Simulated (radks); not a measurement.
Values are calculated unless marked as measured or tabulated.
Orbital eigenvalues (eV) of neutral niobium, [Kr] 4d4 5s1, at several levels of relativity; Dirac values are averaged over j with weights 2j + 1. Spin-unpolarised spherical Kohn-Sham, BLYP, point nucleus unless stated (finite: rms radius 4.324 fm), a radial shooting solver on a logarithmic mesh with Libxc functionals. A level marked "c x" has the speed of light scaled by that factor and shares open shells by 2j + 1; other Dirac levels either fill j = l - 1/2 first or share by 2j + 1.

\begin{tabular}{lrrrrr}
shell & non-rel. & scalar-rel. & Dirac, 2j+1 shares & Dirac, c x 1.5 & change of magnitude, last against first (%) \\ \hline
1s & -18363 & -18812 & -18804 & -18554 & +1.04 \\
2s & -2526.8 & -2631.3 & -2629.6 & -2571.1 & +1.76 \\
2p & -2321.9 & -2349.8 & -2349.6 & -2333.9 & +0.52 \\
3s & -419.58 & -438.63 & -438.37 & -427.68 & +1.93 \\
3p & -341.73 & -346.65 & -346.69 & -343.88 & +0.63 \\
3d & -199.35 & -196.21 & -196.07 & -197.91 & -0.72 \\
4s & -55.238 & -58.277 & -58.250 & -56.535 & +2.35 \\
4p & -33.767 & -34.370 & -34.391 & -34.036 & +0.80 \\
5s & -3.6675 & -3.9283 & -3.9280 & -3.7778 & +3.01 \\
4d & -3.1150 & -2.9184 & -2.9199 & -3.0270 & -2.83 \\
5p (empty) & -1.0417 & -1.0614 & -1.0634 & -1.0503 & +0.83 \\
\end{tabular}
